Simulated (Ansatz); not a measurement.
Ansatz (a quantum-chemistry and plane-wave program) input (B3LYP-D3(BJ)/def2-TZVP):

Ansatz 0.2 input:
```yaml
crystal:
  periodic: [false, false, false]
  atoms:
    - {symbol: C, position_ang: [-1.67323436, -0.00554951, -0.04317373]}
    - {symbol: I, position_ang: [0.27297455, 0.00090536, 0.00704344]}
    - {symbol: H, position_ang: [-2.21653840, 0.93356701, -0.08444468]}
    - {symbol: H, position_ang: [-2.21170666, -0.94825390, -0.02981539]}
basis:
  gaussian:
    orbitals: def2-TZVP
hamiltonian:
  xc: b3lyp
  dispersion: d3bj
total_charge: 1
phonons: {temperatures: {t_min: 298.15, t_max: 298.15, t_step: 100}}
```

Output:

```
Functional definition: B3LYP
integrals: 0.02 GiB planned
679 factors; their error is unknown
mean field: 0.23 GiB planned
mean field evaluation 1: about -9143.6794 eV, gradient 8.8e1 eV
mean field evaluation 2: about -9112.4357 eV, gradient 1.3e2 eV
mean field evaluation 4: about -9163.1291 eV, gradient 1.1e1 eV
mean field evaluation 8: about -9163.3636 eV, gradient 1.7e-1 eV
mean field evaluation 16: about -9163.5776 eV, gradient 1.1e-3 eV
mean field -9163.57755528 eV, -336.7552638607 hartree, gradient 4.2e-6 eV, S^2 0.000000; 0 other end points of the search recorded, 0 dependent functions left out
the calculation of the forces begins
reference -9163.57774637 eV, -336.7552708831 hartree; 16, 16 occupied and 77, 77 virtual orbitals, 679 factors
these checks for a lower state are left out or cut short: stability, starts, cluster_reference, orbital_swaps, neighbouring_geometries, increment
integrals: 0.02 GiB planned
679 factors; their error is unknown
mean field: 0.23 GiB planned
mean field -9163.57743414 eV, -336.7552594088 hartree, gradient 2.3e-6 eV, S^2 0.000000; 0 other end points of the search recorded, 0 dependent functions left out
the calculation of the forces begins
reference -9163.57762527 eV, -336.7552664325 hartree; 16, 16 occupied and 77, 77 virtual orbitals, 679 factors
these checks for a lower state are left out or cut short: stability, starts, cluster_reference, orbital_swaps, neighbouring_geometries, increment
integrals: 0.02 GiB planned
679 factors; their error is unknown
mean field: 0.24 GiB planned
mean field evaluation 32: about -9163.5774 eV, gradient 3.0e-3 eV
mean field -9163.57743811 eV, -336.7552595546 hartree, gradient 2.3e-6 eV, S^2 0.000000; 0 other end points of the search recorded, 0 dependent functions left out
the calculation of the forces begins
reference -9163.57762916 eV, -336.7552665758 hartree; 16, 16 occupied and 77, 77 virtual orbitals, 679 factors
these checks for a lower state are left out or cut short: stability, starts, cluster_reference, orbital_swaps, neighbouring_geometries, increment
integrals: 0.02 GiB planned
679 factors; their error is unknown
mean field: 0.23 GiB planned
mean field -9163.57754322 eV, -336.7552634173 hartree, gradient 2.3e-6 eV, S^2 0.000000; 0 other end points of the search recorded, 0 dependent functions left out
the calculation of the forces begins
reference -9163.57773433 eV, -336.7552704405 hartree; 16, 16 occupied and 77, 77 virtual orbitals, 679 factors
these checks for a lower state are left out or cut short: stability, starts, cluster_reference, orbital_swaps, neighbouring_geometries, increment
integrals: 0.02 GiB planned
679 factors; their error is unknown
mean field: 0.23 GiB planned
mean field -9163.57750824 eV, -336.7552621320 hartree, gradient 2.3e-6 eV, S^2 0.000000; 0 other end points of the search recorded, 0 dependent functions left out
the calculation of the forces begins
reference -9163.57769931 eV, -336.7552691538 hartree; 16, 16 occupied and 77, 77 virtual orbitals, 679 factors
these checks for a lower state are left out or cut short: stability, starts, cluster_reference, orbital_swaps, neighbouring_geometries, increment
integrals: 0.02 GiB planned
679 factors; their error is unknown
mean field: 0.24 GiB planned
mean field -9163.57747438 eV, -336.7552608877 hartree, gradient 2.3e-6 eV, S^2 0.000000; 0 other end points of the search recorded, 0 dependent functions left out
the calculation of the forces begins
reference -9163.57766551 eV, -336.7552679114 hartree; 16, 16 occupied and 77, 77 virtual orbitals, 679 factors
these checks for a lower state are left out or cut short: stability, starts, cluster_reference, orbital_swaps, neighbouring_geometries, increment
integrals: 0.02 GiB planned
679 factors; their error is unknown
mean field: 0.23 GiB planned
mean field evaluation 64: about -9163.5775 eV, gradient 2.3e-6 eV
mean field -9163.57746400 eV, -336.7552605063 hartree, gradient 2.3e-6 eV, S^2 0.000000; 0 other end points of the search recorded, 0 dependent functions left out
the calculation of the forces begins
reference -9163.57765506 eV, -336.7552675275 hartree; 16, 16 occupied and 77, 77 virtual orbitals, 679 factors
these checks for a lower state are left out or cut short: stability, starts, cluster_reference, orbital_swaps, neighbouring_geometries, increment
integrals: 0.02 GiB planned
679 factors; their error is unknown
mean field: 0.23 GiB planned
mean field -9163.57752526 eV, -336.7552627573 hartree, gradient 2.3e-6 eV, S^2 0.000000; 0 other end points of the search recorded, 0 dependent functions left out
the calculation of the forces begins
reference -9163.57771632 eV, -336.7552697785 hartree; 16, 16 occupied and 77, 77 virtual orbitals, 679 factors
these checks for a lower state are left out or cut short: stability, starts, cluster_reference, orbital_swaps, neighbouring_geometries, increment
integrals: 0.02 GiB planned
679 factors; their error is unknown
mean field: 0.23 GiB planned
mean field -9163.57754389 eV, -336.7552634422 hartree, gradient 2.3e-6 eV, S^2 0.000000; 0 other end points of the search recorded, 0 dependent functions left out
the calculation of the forces begins
reference -9163.57773502 eV, -336.7552704659 hartree; 16, 16 occupied and 77, 77 virtual orbitals, 679 factors
Total energy: -9163.69287298 eV, -336.7595017080 hartree
Atom 0 at    -1.673234    -0.005550    -0.043174 Å, force     0.000389     0.000001     0.000010 eV/Å
Atom 1 at     0.272975     0.000905     0.007043 Å, force    -0.000281    -0.000001    -0.000007 eV/Å
Atom 2 at    -2.216538     0.933567    -0.084445 Å, force    -0.000054    -0.000136     0.000003 eV/Å
Atom 3 at    -2.211707    -0.948254    -0.029815 Å, force    -0.000054     0.000136    -0.000005 eV/Å
Dipole moment:    -0.658679    -0.002185    -0.016996 e Å
Vibrations: 752.80 886.20 1018.04 1418.48 3115.10 3251.00 cm⁻¹, zero-point energy 0.647298 eV
```
